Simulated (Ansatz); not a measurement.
**Molecular dynamics of ClF₃H₃NTi**

Input:

```yaml
crystal:
  periodic: [false, false, false]
  atoms:
    - { symbol: Ti, position_ang: [-0.129049, -0.03079, 0.165562] }
    - { symbol: "N", position_ang: [-0.152766, -0.02062, 2.119597] }
    - { symbol: H, position_ang: [0.116721, -0.876561, 2.592709] }
    - { symbol: H, position_ang: [0.294663, 0.761876, 2.585038] }
    - { symbol: F, position_ang: [1.560292, -0.184383, -0.131532] }
    - { symbol: F, position_ang: [-0.456461, 1.497233, -0.553124] }
    - { symbol: F, position_ang: [-0.727061, -1.475942, -0.550327] }
    - { symbol: Cl, position_ang: [-2.783092, 0.221583, 1.189505] }
    - { symbol: H, position_ang: [-1.603049, 0.120004, 1.991173] }
basis:
  gaussian: { orbitals: def2-SVP }
hamiltonian:
  xc: { name: BHLYP }
  dispersion: d4
md:
  timestep: 0.5
  n_steps: 200
  ensemble: nve
  temperature: 300.0
  initial_velocities: maxwell_boltzmann
  seed: 7815
```

Command:

```bash
$ ansatz run input.yaml --threads 4 --pin off --max-ram 5120MiB --backend cpu --events-out ev --progress --plain --runs-dir out
```

It starts at the highest image of a converged band, a first-order saddle point between two minima.

Output, in part (step lines, the closing report, with atoms numbered from 0):

```
md step     0: t =     0.00 fs  T =   300.0 K  F+E_penalty+E_count = -45314.54528304 eV  E_kin = 0.271446 eV  conserved = -45314.27383704 eV  (31 SCF iters)
[... lines left out ...]
Total energy: -45315.11254411 eV, -1665.2996703095 hartree
Atom 0 at    -0.369398    -0.064247     0.137222 Å, force     0.312452     0.526375     0.857440 eV/Å
Atom 1 at     0.244565    -0.262384     2.388621 Å, force     0.365868     1.654634    -1.581828 eV/Å
Atom 2 at     1.203025    -0.501147     2.560768 Å, force     0.465098    -0.426568    -0.438429 eV/Å
Atom 3 at     0.203450     0.708972     2.666407 Å, force    -0.196745     0.297130    -0.004171 eV/Å
Atom 4 at     1.444231     0.072153     0.481489 Å, force    -1.512129    -0.204506    -1.669598 eV/Å
Atom 5 at    -0.381311     1.296840    -0.920679 Å, force    -0.153307    -0.476327     0.573986 eV/Å
Atom 6 at    -0.785625    -1.382752    -0.912886 Å, force     0.636791     0.542451     0.849716 eV/Å
Atom 7 at    -2.627528     0.296968     1.153446 Å, force     2.161565    -0.286676    -0.677355 eV/Å
Atom 8 at    -0.301999    -0.719966     3.024288 Å, force    -2.079591    -1.626514     2.090239 eV/Å
Dipole moment:     0.587979    -0.202223     0.969101 e Å
```

The steps, from the saved trajectory:

| time (fs) | T (K) | potential energy less start (eV) | conserved less start (meV/atom) |
| --- | --- | --- | --- |
| 0 | 300 | 0.000 | 0.00 |
| 3 | 247 | 0.049 | 0.06 |
| 6 | 230 | 0.065 | 0.09 |
| 9 | 377 | -0.070 | 0.02 |
| 12 | 412 | -0.103 | -0.10 |
| 15 | 498 | -0.181 | -0.12 |
| 18 | 546 | -0.222 | 0.01 |
| 21 | 638 | -0.305 | 0.08 |
| 24 | 712 | -0.374 | -0.09 |
| 27 | 920 | -0.565 | -0.44 |
| 30 | 707 | -0.367 | 0.19 |
| 33 | 1049 | -0.682 | -0.49 |
| 36 | 1076 | -0.705 | -0.36 |
| 39 | 1025 | -0.655 | 0.13 |
| 42 | 1290 | -0.899 | -0.40 |
| 45 | 1162 | -0.780 | -0.02 |
| 48 | 1199 | -0.813 | 0.04 |
| 51 | 1320 | -0.925 | -0.25 |
| 54 | 1076 | -0.700 | 0.20 |
| 57 | 1028 | -0.659 | -0.03 |
| 60 | 966 | -0.603 | -0.10 |
| 63 | 839 | -0.486 | 0.19 |
| 66 | 897 | -0.541 | -0.09 |
| 69 | 955 | -0.592 | 0.01 |
| 72 | 1077 | -0.702 | 0.13 |
| 75 | 1229 | -0.842 | -0.14 |
| 78 | 1186 | -0.801 | 0.04 |
| 81 | 1176 | -0.792 | -0.01 |
| 84 | 1057 | -0.685 | -0.09 |
| 87 | 852 | -0.498 | 0.08 |
| 90 | 879 | -0.525 | -0.06 |
| 93 | 846 | -0.494 | -0.01 |
| 96 | 766 | -0.421 | 0.04 |
| 99 | 878 | -0.524 | -0.10 |

The run went to its last step. The conserved energy stayed within 0.52 meV per atom of its start (net change -0.21 meV per atom), so the integration is sound. The kinetic energy rose, since the run started high on the potential surface and went downhill. A run of 0.1 ps of so small a system gives no equilibrium averages. The orbitals stay closed-shell, which can raise the energy where a bond breaks towards radicals; this wasn't checked here.

Between its relaxed ends the band would form Ti1–Cl8, N2–H9 and break Cl8–H9. These pairs go: Ti1–Cl8 2.86 → 2.50 Å, N2–H9 1.46 → 0.96 Å, Cl8–H9 1.43 → 3.15 Å. In the last frame they stand as after the step (other bonds may differ from the relaxed reactants and products). Also parted: Ti1–H9 2.35 → 2.96 Å. It ends as one piece, ClF3H3NTi. Pairs count as bonded within 1.25 times the sum of covalent radii (0.12 Å more for H–H).

Last frame:

```xyz
9
Properties=species:S:1:pos:R:3
Ti -0.369 -0.064 0.137
N 0.245 -0.262 2.389
H 1.203 -0.501 2.561
H 0.203 0.709 2.666
F 1.444 0.072 0.481
F -0.381 1.297 -0.921
F -0.786 -1.383 -0.913
Cl -2.627 0.297 1.153
H -0.302 -0.720 3.024
```

The run took 11 min on 4 threads of Intel(R) Xeon(R) Platinum 8375C CPU @ 2.90GHz (Ice Lake), on a shared host, peak memory 0.38 GiB.
